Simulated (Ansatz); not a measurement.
Computed with Ansatz on PBE0-D4/def2-TZVP structures; ΔE is electronic, products minus reactants. CCSD(T)/CBS is the MP2 limit (def2-TZVPP, def2-QZVPP) plus CCSD(T) − MP2 in def2-TZVPP, frozen cores. This one scheme is used for every species. Functionals use def2-TZVPP. For Ga outer-core shells are correlated without core-valence functions, which leaves a few kJ/mol of doubt a bond. Scalar relativity is left out up to krypton. One conformer a species, not always the lowest.

Consider the cleavage of the Ga–Si bond: `[SiH3][GaH][SH]` + H₂S → `[SH][GaH][SH]` + SiH₄.

`[SiH3][GaH][SH]`:

```xyz
8

Si    1.181    0.579   -0.106
Ga   -0.543   -1.096   -0.112
S    -2.604   -0.491    0.386
H     0.628    1.909    0.267
H     1.805    0.690   -1.453
H     2.251    0.225    0.868
H    -0.408   -2.622   -0.433
H    -2.310    0.805    0.583
```

H₂S:

Z-matrix (Å, degrees):
```
S
H 1 1.341
H 1 1.341 2 92.3
```

`[SH][GaH][SH]`:

```xyz
6

S    -1.756   -0.324   -0.705
Ga   -0.039    0.874   -0.036
S     1.775   -0.106    0.722
H    -1.185   -1.511   -0.446
H    -0.109    2.425   -0.099
H     1.314   -1.357    0.564
```

SiH₄:

Z-matrix (Å, degrees):
```
Si
H 1 1.485
H 1 1.485 2 109.5
H 1 1.485 2 109.5 3 -120.0
H 1 1.485 2 109.5 3 120.0
```

```tsv
level	ΔE (kJ/mol)
BHLYP	-77.5
RPA@PBE/def2-TZVPP	-71.6
HF/def2-SVP	-86.1
CCSD/CBS(def2)	-72.8
```

(1) What does CCSD(T)/CBS give? (An estimate is asked.)

Largest T1 diagnostic among the species: 0.014.

Results:

(1) Computed: -72.9 kJ/mol. The listed levels differ from it by -4.6, 1.3, -13.2, 0.1 kJ/mol.

At CCSD(T), def2-SVP lies −5.1 kJ/mol from the extrapolated value and def2-TZVPP −1.1 kJ/mol. From PBE to PBE0 (25 % exact exchange), in def2-TZVPP and without D4, ΔE moves by −4.1 kJ/mol.
